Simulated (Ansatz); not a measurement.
HBF, doublet, at a GFN2-xTB geometry. Base run: R2SCAN/6-31G in Ansatz (an electronic-structure program).

Geometry (Å):
```xyz
3

B     -0.6211     0.4226     0.0106
F      0.5230    -0.2101    -0.0011
H     -1.6015    -0.2221    -0.0433
```
Charge 0, spin multiplicity 2.
Orbitals are unrestricted.
All else is at Ansatz's defaults.

Each row names what was changed in the base input (with any setting that the change needs).

| change | basis functions | E (Eh) |
|---|---|---|
| base | 20 | -125.15274 |
| basis = STO-3G | 11 | -123.43340 |
| basis = pcseg-0 | 20 | -124.82914 |
| basis = pc-1 | 33 | -125.16188 |
| basis = pcseg-1 | 33 | -125.16144 |
| basis = 6-31+G* | 40 | -125.19419 |
| basis = 6-311++G** | 51 | -125.22798 |
| basis = aug-cc-pVDZ | 55 | -125.20124 |
| basis = aug-pcseg-1 | 55 | -125.16628 |
| basis = 6-311+G(2d,p) | 60 | -125.23408 |
| basis = cc-pVTZ | 74 | -125.24089 |
| basis = def2-TZVPP | 76 | -125.24672 |
| basis = def2-QZVPP | 144 | -125.25393 |

Totals compare only among sets that treat the same electrons; sets with core potentials leave the core out.
